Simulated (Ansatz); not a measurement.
Correlation energies of CH$_{4}$N$_{2}$Si, SMILES `N[SiH]1C=N1` by basis set

Cartesian coordinates in Å:
```
N -1.376 -0.238 -0.488
Si -0.019 -0.069 0.510
C 1.639 0.047 -0.078
N 1.191 1.204 0.277
H -1.360 -0.048 -1.476
H -2.307 -0.259 -0.109
H -0.383 -0.462 1.881
H 2.616 -0.176 -0.516
```

Total charge 0; spin multiplicity 1. All single points use the PBE0-D4/def2-TZVP geometry. It is one conformer, not always the lowest. Frozen core, restricted reference, the Gaussian-basis code of Ansatz. CBS rows extrapolate triple and quadruple zeta; past MP2 they add the triple-zeta difference.

| basis | HF (Eh) | MP2 corr. | CCSD corr. | (T) | CCSD(T) total |
| --- | --- | --- | --- | --- | --- |
| def2-SVP | -437.78582 | -0.54809 | ? | -0.02058 | ? |
| def2-TZVPP | ? | -0.67743 | -0.70132 | -0.03250 | ? |
| def2-QZVPP | -438.09355 | ? | – | – | – |
| CBS(def2) | ? | -0.76113 | -0.78501 | as TZ | ? |

Q: Fill in the withheld values. (An estimate is asked.)

A: The calculation gave: def2-SVP CCSD corr.: -0.57986; def2-SVP CCSD(T) total: -438.38626; def2-TZVPP HF (Eh): -438.07689; def2-TZVPP CCSD(T) total: -438.81071; def2-QZVPP MP2 corr.: -0.72551; CBS(def2) HF (Eh): -438.09584; CBS(def2) CCSD(T) total: -438.91335.
